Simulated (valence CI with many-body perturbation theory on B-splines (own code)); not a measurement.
# Valence orbitals of Mn4+

Computed by valence CI with perturbative core correlation (CI+MBPT): three valence electrons over a frozen Dirac-Fock core [Ar], radial functions for each j: 9 s, 9 p, 10 d, 8 f, 5 g, 3 h, 1 i, with the one-electron correlation potential Σ1 (screened to all orders), the two-electron term Σ2, the three-electron term Σ3, Breit, model QED; selected single and double excitations, second order for the rest, scaled by the run's own slope (own B-spline code, finite nucleus).

Set against measurement, 62 paired levels are off by 835 cm⁻¹ on average, the worst by 1518. These come from a selection out of Corliss and Sugar, J. Phys. Chem. Ref. Data 6, 1253 (1977). Levels without a partner in it may be off by more, other configurations by 1,000 to 8,000 cm⁻¹.

These are the spectroscopic orbitals of the CI (the correlating ones are not listed), shaped by the core and the other valence electrons. h is the expectation value of the core's Dirac-Fock operator, without the valence repulsion; Σ1 is computed up to l = 3 at one energy for each symmetry, that of its lowest orbital but kept below the first core excitation, so for empty shells it is not the orbital's own correlation shift; Breit and QED include the response of the core.

| Orbital | h (hartree) | Σ1 (cm⁻¹) | Breit (cm⁻¹) | QED (cm⁻¹) | ⟨r⟩ (bohr) |
| --- | --- | --- | --- | --- | --- |
| 4s1/2 | -2.817 | -5750 | 55.6 | 46.3 | 2.155 |
| 5s1/2 | -1.5214 | -1649 | 21.7 | 17.8 | 4.067 |
| 6s1/2 | -0.95589 | -727 | 10.7 | 8.7 | 6.573 |
| 4p1/2 | -2.4452 | -4289 | 75.5 | -5.4 | 2.382 |
| 5p1/2 | -1.3645 | -1400 | 31.8 | -2.3 | 4.446 |
| 6p1/2 | -0.87546 | -657 | 16.4 | -1.2 | 7.095 |
| 4p3/2 | -2.4336 | -4215 | 42.8 | -2.4 | 2.394 |
| 5p3/2 | -1.3597 | -1383 | 18.1 | -1.0 | 4.462 |
| 6p3/2 | -0.87301 | -650 | 9.3 | -0.5 | 7.115 |
| 3d3/2 | -4.2618 | -17704 | -18.2 | -36.6 | 0.9663 |
| 4d3/2 | -1.849 | -2560 | 4.0 | -4.2 | 2.977 |
| 5d3/2 | -1.1091 | -1109 | 2.3 | -1.9 | 5.354 |
| 3d5/2 | -4.2554 | -17597 | -129 | -32.2 | 0.9686 |
| 4d5/2 | -1.8475 | -2554 | -10.3 | -3.6 | 2.980 |
| 5d5/2 | -1.1085 | -1107 | -4.4 | -1.6 | 5.358 |
| 4f5/2 | -1.438 | -1309 | -1.5 | -0.2 | 3.488 |
| 5f5/2 | -0.92269 | -754 | -1.1 | -0.2 | 6.129 |
| 4f7/2 | -1.438 | -1305 | -2.0 | -0.2 | 3.488 |
| 5f7/2 | -0.9227 | -751 | -1.5 | -0.1 | 6.129 |
| 5g7/2 | -0.90075 |  | 0.0 | 0.0 | 5.492 |
| 5g9/2 | -0.90074 |  | 0.0 | 0.0 | 5.492 |

Among the shells of the start configuration 3d3, Σ1 is largest in size for 3d3/2, where it is 1.9 % of h.

Lowest root of each symmetry, sizes in configuration state functions:

```csv
J,Parity,Roots,Reference,Variational,Second order,Change by selected CI (cm⁻¹),Change by second order (cm⁻¹)
1/2,even,6,37,7890,34572,-4935,-7
3/2,even,10,63,12769,60955,-3608,-3
5/2,even,10,71,14915,83467,-3606,-4
7/2,even,7,59,14104,80252,-3606,-4
9/2,even,6,45,12125,75685,-3608,-5
11/2,even,2,24,8449,42945,-5147,-8
1/2,odd,7,39,8564,35119,-6645,-3
3/2,odd,11,66,13532,65044,-6390,-3
5/2,odd,11,72,15100,80881,-6159,-4
7/2,odd,9,63,14471,81007,-6168,-4
9/2,odd,5,42,11586,74639,-6182,-5
11/2,odd,2,24,8055,64438,-6192,-5
```
